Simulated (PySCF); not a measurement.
## Electric field gradients and quadrupole coupling constants

Species: C₄H₇F₃OSi₂.
Cartesian coordinates in Å at the GFN2-xTB level; atoms count from 1:
```
atom  x, y, z in Å
O1    -0.9793   -0.4841    1.7344
C2     0.1340   -0.6274    1.2853
C3     0.4498   -0.3892   -0.1167
C4     1.5478    0.2371   -0.5313
C5     2.5655    0.8118    0.4066
F6     2.0228    1.6207    1.3365
F7     3.2343   -0.1381    1.0930
F8     3.4927    1.5344   -0.2347
Si9   -1.0310   -0.8505   -1.2272
Si10  -2.8099    0.2435   -0.2034
H11    0.9522   -1.0149    1.9178
H12    1.7566    0.4069   -1.5757
H13   -0.5868   -0.4922   -2.5797
H14   -1.0572   -2.3186   -1.1831
H15   -2.4034    1.5039    0.4151
H16   -3.5324   -0.6119    0.7314
H17   -3.7627    0.5808   -1.2781
```

Field gradients from the PBE0/pcSseg-1 density (PySCF, non-relativistic), principal values in atomic units, ordered |Vxx| ≤ |Vyy| ≤ |Vzz|:

```json
{"atom": "O1", "Vxx": "0.4845", "Vyy": "1.4973", "Vzz": "-1.9818"}
```

Find the asymmetry η = (Vxx − Vyy)/Vzz and the couplings χ = eQV/h (234.96 MHz × Q in barn × V in au), with Q(17O) = −0.0256 b.

```
atom      environment  nucleus     η  χzz (MHz)  χxx (MHz)  χyy (MHz)
  O1  aldehyde oxygen      17O  0.51      11.92      -2.91      -9.01
```

What is Vzz at O1 in SI units (1 au = 9.71736 × 10²¹ V/m²)?

-1.9818 au = -19.258 × 10²¹ V/m².

And the gradient at the other heavy atoms, for which no coupling is worked out here?

```tsv
atom	environment	Vzz (au)	η
C2	aldehyde carbon	0.575	0.11
C3	fully substituted alkene carbon	0.404	0.28
C4	alkene CH carbon	0.267	0.95
C5	CF3 carbon	-0.426	0.01
F6	fluorine of a CF3 group	2.921	0.07
F7	fluorine of a CF3 group	2.918	0.06
F8	fluorine of a CF3 group	2.926	0.05
Si9	SiH2 silicon	0.413	0.42
Si10	SiH3 silicon	0.231	0.74
```

Were the hydrogens deuterons (Q(2H) = 0.00286 b), χzz would run from 104 kHz (H17) to 217 kHz (H12).

One conformer (not necessarily the lowest) at the GFN2-xTB geometry, without solvent, vibrations or thermal averaging. GFN2-xTB bond lengths can be off by several hundredths of an ångström, more for odd bonds, and the gradients follow them. With so small a basis the couplings can be 20 % off.
